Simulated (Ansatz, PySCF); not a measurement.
The pair A = H2O (SMILES O) (first 3 atoms), B = CH3F (SMILES CF); geometry from B3LYP-D3(BJ)/def2-TZVP.
(charge 0, multiplicity 1):
```tsv
atom	x (Å)	y (Å)	z (Å)
O	0.0004	0.4835	-0.1392
H	0.2093	-0.1354	0.5728
H	-0.4386	-0.0408	-0.8158
C	-0.2219	0.5924	3.1373
F	0.2363	-0.5822	2.5223
H	-0.5277	1.2867	2.3564
H	-1.0638	0.3326	3.7781
H	0.5947	1.0073	3.7268
```

Correlated levels freeze the cores. CBS(a, b) extrapolates the correlation energy as X⁻³ and adds the Hartree–Fock energy of set b.

Programs: Ansatz (Gaussian orbitals); PySCF for the dispersion terms. Values without a source in brackets are computed.

The monomers are drawn apart, rigid, along the line of their centres of mass. Counterpoise-corrected interaction energies (kcal/mol):

```json
[
 {"level": "PBE/def2-TZVPPD", "R = 3.780 Å": "-1.8790", "R = 4.580 Å": "-0.8577"},
 {"level": "PBE-D3(BJ)/def2-TZVPPD", "R = 3.780 Å": "-2.1883", "R = 4.580 Å": "-0.9861"},
 {"level": "wB97M-V/def2-TZVPPD", "R = 3.780 Å": "-2.0790", "R = 4.580 Å": "-0.9702"},
 {"level": "MP2/CBS(aug-cc-pVDZ, aug-cc-pVTZ) + ΔCCSD(T)/aug-cc-pVDZ", "R = 3.780 Å": "-2.1380", "R = 4.580 Å": "-0.9770"}
]
```

**Question.** R is the distance of the centres of mass. Find the local exponent m of E ∝ R⁻ᵐ between the two points.

**Answer.** 
m = ln(E₁/E₂)/ln(R₂/R₁): PBE/def2-TZVPPD 4.1; PBE-D3(BJ)/def2-TZVPPD 4.2; wB97M-V/def2-TZVPPD 4.0; MP2/CBS(aug-cc-pVDZ, aug-cc-pVTZ) + ΔCCSD(T)/aug-cc-pVDZ 4.1. For scale, two fixed dipoles give m = 3, dipole and quadrupole 4, quadrupoles 5, and dispersion or dipole-induced dipole 6 at long range; at these distances several terms mix, and what is left of overlap and damping shifts m, so it need not match one of them.

Ansatz is a program for electronic structure.
